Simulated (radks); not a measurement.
Results of a calculation; reference values are marked as such.
Spherical quantum dot in the effective-mass picture: electrons in a well V = -V0 / (1 + exp((r - R)/a)) with V0 = 58.4, R = 1.42, a = 0.13, all in effective atomic units (hartree* = m*/eps^2 hartree, bohr* = eps/m* bohr), one dielectric constant everywhere. Level of theory: non-relativistic Kohn-Sham, LDA (Slater exchange, Perdew-Wang correlation), spin-polarised, spherical densities (a radial shooting solver with Libxc functionals). Levels are named by radial order and angular momentum (1s, 1p, 1d, 2s, ...), and open shells are averaged over m. Each electron was tried in the lowest free levels, single moves between levels near the top were tried too, and the lowest total energy was kept; such a search can miss a lower state. Give the order in which the levels fill up to N = 41, the shell closures and the spin along the way.

Answer. Shells are first occupied in the order 1s, 1p, 1d, 2s, 1f, 2p, 1g. Open shells at each N (closed shells left out): 1: 1s(up 1, down 0); 2: none; 3: 1p(up 1, down 0); 4: 1p(up 2, down 0); 5: 1p(up 3, down 0); 6: 1p(up 3, down 1); 7: 1p(up 3, down 2); 8: none; 9: 1d(up 1, down 0); 10: 1d(up 2, down 0); 11: 1d(up 3, down 0); 12: 1d(up 4, down 0); 13: 1d(up 5, down 0); 14: 1d(up 5, down 1); 15: 1d(up 5, down 2); 16: 1d(up 5, down 3); 17: 1d(up 5, down 4); 18: none; 19: 2s(up 1, down 0); 20: none; 21: 1f(up 1, down 0); 22: 1f(up 2, down 0); 23: 1f(up 3, down 0); 24: 1f(up 4, down 0); 25: 1f(up 5, down 0); 26: 1f(up 6, down 0); 27: 1f(up 7, down 0); 28: 1f(up 7, down 1); 29: 1f(up 7, down 2); 30: 1f(up 7, down 3); 31: 1f(up 7, down 4); 32: 1f(up 7, down 5); 33: 1f(up 7, down 6); 34: none; 35: 2p(up 1, down 0); 36: 2p(up 2, down 0); 37: 2p(up 3, down 0); 38: 2p(up 3, down 0) 1g(up 1, down 0); 39: 2p(up 2, down 0) 1g(up 3, down 0); 40: 2p(up 2, down 0) 1g(up 4, down 0); 41: 2p(up 2, down 0) 1g(up 5, down 0). All shells are closed at N = 2, 8, 18, 20, 34 (there: 1s2 1p6 1d10 2s2 1f14). Largest 2S: 7, at N = 27, 41.
